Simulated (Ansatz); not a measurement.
Basis sets compared for N-butylpyridinium iodide (C₉H₁₄IN). The state is a singlet with charge 0. Geometry PBE0-D4/def2-SVP. Ansatz on 4 threads of Arm Neoverse V2 on a shared host; times are rough, and most runs start from earlier orbitals.

```xyz
25

C    -2.503   -1.987   -2.117
C    -1.788   -1.950   -0.776
C    -1.003   -0.662   -0.566
C    -0.314   -0.635    0.791
N     0.598    0.500    0.949
C     1.940    0.282    0.963
C     2.805    1.378    1.183
C     2.303    2.653    1.212
C     0.912    2.856    1.034
C     0.098    1.765    0.907
H    -3.226   -1.161   -2.209
H    -3.054   -2.930   -2.252
H    -1.785   -1.895   -2.948
H    -2.519   -2.082    0.043
H    -1.093   -2.805   -0.706
H    -1.682    0.204   -0.661
H    -0.228   -0.558   -1.344
H    -1.047   -0.606    1.614
H     0.289   -1.544    0.917
H     2.260   -0.741    1.142
H     3.871    1.174    1.285
H     2.968    3.505    1.366
H     0.478    3.856    1.019
H    -0.983    1.846    0.795
I     2.699   -0.463   -1.643
```

In the def2 sets I takes a core potential; there is no spin–orbit coupling.

Binding counts from free atoms (C triplet, N quartet, H doublet, I doublet) in the same basis, without a counterpoise term.

```
           level  functions  energy (Eh)  HOMO (eV)  LUMO (eV)  binding per atom (eV)  wall time
 PBE-D4/def2-SVP        236    -703.0207      -4.43      -2.61                   4.52      4.6 s
PBE0-D4/def2-SVP        236    -703.0988      -5.34      -1.93                   4.45        8 s
```

Question: Estimate the rows for PBE-D4/def2-TZVP, PBE0-D4/def2-TZVP.

Answer: 
| level | functions | energy (Eh) | HOMO (eV) | LUMO (eV) | binding per atom (eV) | wall time |
| --- | --- | --- | --- | --- | --- | --- |
| PBE-D4/def2-TZVP | 444 | -703.4639 | -4.65 | -2.74 | 4.47 | 9.5 s |
| PBE0-D4/def2-TZVP | 444 | -703.5340 | -5.47 | -2.02 | 4.39 | 21 s |
